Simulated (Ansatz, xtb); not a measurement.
## Relaxing a trial structure of AlH6PSn

The starting geometry of this gas-phase singlet was built from a drawn formula by distance geometry and a force field; its bonds are those of `[AlH2-]1[PH2+][SnH2]1`.

```tsv
atom	x (Å)	y (Å)	z (Å)
Al	-0.6926	-0.2325	0.8804
P	0.7967	1.2178	-0.0070
Sn	1.8622	-0.6306	1.2282
H	-1.3826	-1.1495	-0.2026
H	-1.4310	0.3313	2.1464
H	0.8964	2.4525	0.6589
H	0.9493	1.1415	-1.3695
H	2.6670	-1.7551	0.1098
H	2.5471	-0.1180	2.7298
```

Where would you expect an optimisation with r2SCAN-D4/def2-SVP to take it?

It keeps its bonds, and is `[AlH2-]1[PH2+][SnH2]1`.

The energy falls by 0.93 eV over 8 steps:

```
step  E − E(last) (eV)
   1             0.933
   2             0.240
   3             0.014
   4             0.002
   5             0.001
   6             0.000
   7             0.000
   8             0.000
```

Final geometry (Å):

```xyz
9

Al   -0.8872   -0.3170    0.9270
P     0.7686    1.1975    0.0184
Sn    1.7254   -0.8959    1.3710
H    -1.5348   -1.2018   -0.2191
H    -1.5999    0.3177    2.1938
H     1.0521    2.4858    0.5270
H     1.1077    1.2889   -1.3510
H     2.8306   -1.5329    0.2047
H     2.7501   -0.0848    2.5023
```

From the same start GFN2-xTB ends elsewhere, differing in Al1–Sn3 (4.74 against 2.71 Å here).

No frequencies were run, so the end isn't proven a minimum. Atoms past krypton carry core potentials, without spin–orbit terms. Run with Ansatz 0.2.0, 10 s on 2 threads of Intel(R) Xeon(R) 6975P-C (Granite Rapids), on a shared host.
